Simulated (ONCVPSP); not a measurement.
# As (Z = 33): ONCV pseudisation with PBE, fully relativistic reference atom.

arsenic (As), optimised norm-conserving Vanderbilt (ONCV), made with ONCVPSP 4.0.1 (PBE, fully relativistic). Core [Ne] 3s2, reference 3p6 3d10 4s2 4p3. Waves: 4s: rc 1.60 bohr, ncon 4, nbas 7, qcut 4.6 1/bohr, 1 projector; 3p+4p: rc 1.05 bohr, ncon 4, nbas 8, qcut 12.3 1/bohr, 2 projectors; 3d: rc 0.65 bohr, ncon 4, nbas 9, qcut 28.9 1/bohr, 1 projector. Local part: polynomial inside 0.65 bohr (lpopt 5, dvloc0 -1 Ha). Core correction: none.

Open shells are filled in proportion to 2j + 1.

Results:

* Cutoffs needed: 270 Ha and 310 Ha (the cutoffs (Ha) at which the residual kinetic energy of the hardest occupied pseudo-wave falls to 1 and 0.1 mHa per electron)
* Ghost test: ghosts flagged at negative energy: s at -444.0 eV; no localised positive-energy state flagged; a true bound ghost makes a file unfit for plane-wave use
* Largest excitation error: +21 meV (all-electron minus pseudo) for 3p6 3d10 4s2 4p0, out of 4 test configurations

Generation and tests took about 4.2 s on one core of a shared server CPU.
